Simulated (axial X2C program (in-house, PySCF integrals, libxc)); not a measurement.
# SbTe⁺: from the spin-free to the two-component result

All values were computed with an in-house relativistic program for diatomic molecules. Spin-free means the one-electron spin-free X2C Hamiltonian; two-component (2c) means X2C with spin–orbit coupling and atomic mean-field two-electron Coulomb and Gaunt terms, so the difference of the two also holds small scalar two-electron terms. Basis: Te dyall-cv3z [11s12p8d4f1g], Sb dyall-cv3z [11s12p8d4f1g] (cores contracted in-house); Gaussian nuclei, density fitting, unrestricted open shells. Masses: Te 129.906 u, Sb 120.904 u.

Spin-free state: M_S = 0, Λ = 0 (closed shell); fragments Te+ + Sb.

| level | Re (Å) | ωe (cm⁻¹) | De (eV) | μ (D) |
| --- | --- | --- | --- | --- |
| PBE0 | 2.448 | 307.2 | 4.109 | 1.68 |
| BP86 | 2.487 | 282.6 | 4.785 | 1.54 |

Dipoles are positive if Sb is the positive end and refer to the centre of mass.

Two-component determinant lowest at the distance of the search:

Ω = 0 (closed shell); fragments Te+ + Sb for PBE0; Te + Sb+ for BP86.

```csv
level,Re (Å),ωe (cm⁻¹),De (eV),μ (D)
PBE0,2.454,302.0,4.021,1.64
BP86,2.493,278.5,n/a,1.50
```

(1) From the two tables, how do the constants change at the PBE0 level (2c against spin-free)?

Occupations by symmetry block were frozen at the best pattern of an incomplete PBE0 search. The closed shell is kept restricted, so the energy runs too high when the bond is stretched far. Dissociation energies refer to the lowest single-determinant-based atoms at the same level and basis. De is not given where an atomic determinant may have missed its ground term or J level, or where the truncated virtual space spoils (T). Without a current term, density functionals place determinants with orbital angular momentum somewhat too high.

Results:

(1) At the PBE0 level Re increases by 0.006 Å and ωe drops by 5.2 cm⁻¹; De changes by -0.088 eV.
